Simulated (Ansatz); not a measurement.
Total energies of the cluster Be2Se2 (the lowest singlet isomer of a short search) from Ansatz at PBE-D4/def2-TZVP, gas phase (1 Eh = 27.2114 eV = 2625.5 kJ/mol). The reference geometry is relaxed at r2SCAN-D4/def2-TZVP.

```
atom   x (Å)   y (Å)   z (Å)
 Be1   0.487   0.591   0.646
 Be2  -0.487  -0.591  -0.646
 Se3   1.385  -1.151   0.008
 Se4  -1.385   1.151  -0.008
```

```csv
state,geometry,energy (Eh)
charge 0 singlet,reference,-4831.94789
charge 1 doublet,reference,-4831.63983
charge 1 doublet,relaxed at r2SCAN-D4/def2-TZVP,-4831.64115
charge 0 triplet,relaxed at r2SCAN-D4/def2-TZVP,-4831.87899
charge 0 quintet,relaxed at r2SCAN-D4/def2-TZVP,-4831.73456
free Be atom (singlet),–,-14.62825
free Se atom (triplet),–,-2401.12489
```

(1) Work out the vertical ionisation energy to the doublet.

(2) How much does the charge 1 doublet relax, and what is the adiabatic ionisation energy?

(3) Which of the charge 0 states is lowest, and how far above it are the others?

(4) What is the binding energy per atom against free atoms?

(1) E(charge 1 doublet) − E(charge 0 singlet) = -4831.63983 − (-4831.94789) = 0.30806 Eh = 8.38 eV. For comparison, −ε of the highest occupied level is 5.60 eV at this level, 2.78 eV less.

(2) Relaxation: -4831.63983 − (-4831.64115) = 0.00132 Eh = 0.04 eV. Adiabatic ionisation energy: 0.30674 Eh = 8.35 eV, without zero-point energy. 

(3) The singlet. triplet: -4831.87899 − (-4831.94789) = 0.06890 Eh = 180.9 kJ/mol; quintet: -4831.73456 − (-4831.94789) = 0.21333 Eh = 560.1 kJ/mol. The quintet differs in its bonds from the reference.

(4) Atoms: 2 × (-14.62825) + 2 × (-2401.12489) = -4831.50628 Eh. Binding: -4831.50628 − (-4831.94789) = 0.44161 Eh = 12.02 eV, or 3.00 eV for each of 4 atoms (no zero-point energy, no counterpoise term).

The structure comes from a short search, and lower isomers may exist.
